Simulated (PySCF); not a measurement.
C₆H₆Cl₄Si₂, SMILES [Si](Cl)(Cl)(Cl)c1ccc(cc1)[SiH2]Cl, GFN2-xTB optimised geometry.

```
18

Si    -0.68     0.72     0.00
Cl     1.33     0.72     0.00
C     -1.28    -0.15     1.57
C     -1.50     0.56     2.75
C     -1.91    -0.08     3.90
C     -2.11    -1.46     3.92
C     -1.90    -2.17     2.74
C     -1.49    -1.53     1.59
Si    -2.70    -2.33     5.50
Cl    -2.01    -4.23     5.53
Cl    -4.73    -2.38     5.55
Cl    -2.03    -1.35     7.13
H     -1.15     2.10     0.00
H     -1.15    -0.01    -1.18
H     -1.35     1.63     2.76
H     -2.06     0.49     4.80
H     -2.05    -3.24     2.73
H     -1.33    -2.10     0.69
```

Density from CAM-B3LYP/def2-SVP in PySCF at that geometry.

Minimum of the electron density along straight lines between bonded atoms, close to the bond critical point (lines longer than 1.1 times the sum of covalent radii, or with two minima, are not listed):

```
bond      length / Å  ρ at the minimum / e bohr⁻³  ∇²ρ there / e bohr⁻⁵  position (fraction from the first atom)
--------  ----------  ---------------------------  --------------------  ---------------------------------------
Si1–Cl2        2.017                        0.097                  0.33                                     0.37
Si1–C3         1.891                        0.115                  0.32                                     0.38
C3–C4          1.392                        0.309                 -0.78                                     0.50
C4–C5          1.381                        0.317                 -0.83                                     0.50
C5–C6          1.395                        0.307                 -0.77                                     0.50
C6–C7          1.395                        0.307                 -0.77                                     0.50
C3–C8          1.392                        0.309                 -0.78                                     0.50
C7–C8          1.381                        0.317                 -0.83                                     0.50
C6–Si9         1.891                        0.119                  0.29                                     0.62
Si9–Cl10       2.022                        0.099                  0.31                                     0.37
Si9–Cl11       2.026                        0.099                  0.31                                     0.37
Si9–Cl12       2.022                        0.099                  0.31                                     0.37
Si1–H13        1.461                        0.120                  0.33                                     0.49
Si1–H14        1.461                        0.120                  0.33                                     0.49
C4–H15         1.081                        0.285                 -1.10                                     0.63
C5–H16         1.080                        0.286                 -1.11                                     0.64
C7–H17         1.080                        0.286                 -1.11                                     0.64
C8–H18         1.081                        0.285                 -1.10                                     0.63
```
